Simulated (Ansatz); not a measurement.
`O=C(O)[SiH2][SeH]` at its PBE0-D4/def2-TZVP geometry, where that method's forces vanish. Charge 0, multiplicity 1.

```xyz
9

O    -0.2074   -2.1456   -0.5024
C     0.2281   -1.0670   -0.2043
O     1.3930   -0.9081    0.4510
Si   -0.6357    0.6060   -0.5971
Se   -1.1484    1.7215    1.3132
H     1.7557   -1.7938    0.6159
H     0.2651    1.3919   -1.4752
H    -1.9187    0.2976   -1.2621
H     0.2683    1.8975    1.6611
```

(1) What forces (eV/Å) does PBE-D4/def2-TZVPP give on these atoms in Ansatz 0.2.0? (Best estimate.)

Results:

(1) The calculation gave: 
```
O1  -0.517 -1.114 -0.340
C2  -0.080  0.737 -0.031
O3   0.492  0.638  0.305
Si4  0.072 -0.005 -0.017
Se5 -0.343  0.109  0.149
H6   0.179 -0.461  0.080
H7   0.092  0.100 -0.127
H8  -0.147 -0.028 -0.070
H9   0.252  0.024  0.051
```
